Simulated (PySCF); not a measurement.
## Ionising SnH

UHF-CCSD; Sn aug-cc-pVDZ-PP with ECP28, H aug-cc-pVDZ; scalar-relativistic core potentials (PySCF 2.14). Neutral (UHF): doublet (π ↑), Re = 1.783 Å, ωe = 1683 cm⁻¹, De = 2.50 eV.

SnH⁻ (UHF): triplet (π ↑↑), Re = 1.819 Å, ωe = 1500 cm⁻¹, De = 2.38 eV to Sn⁻ + H. The energies at the minima are -213.99751 hartree for SnH and -214.04072 for SnH⁻.

Problem. Work out the adiabatic electron affinity, without and with harmonic zero-point energies (1 hartree = 27.2114 eV, 1 eV = 8065.5 cm⁻¹), and the change of the bond length.

Solution. At UHF-CCSD: 0.04321 hartree = 1.176 eV between the minima; the zero-point term (1683.0 − 1500.0)/2 cm⁻¹ = +0.011 eV makes it 1.187 eV. Re changes by +3.6 pm against the neutral. The electron enters a π orbital, which is non-bonding in a hydride.

Correlated steps freeze 4 core orbitals. Correlated levels converge slowly with the basis: in double zeta they bind strong bonds too weakly, by up to about 1 eV, and carry superposition errors of some tenths. These are scalar-relativistic numbers at best; spin–orbit coupling would shift them, the dissociation energy most. For an ion De counts to the pair picked by the measured ionisation energies or electron affinities, which need not be the lowest pair at this level. States were picked by a PBE0 search and need not be the measured ground states.
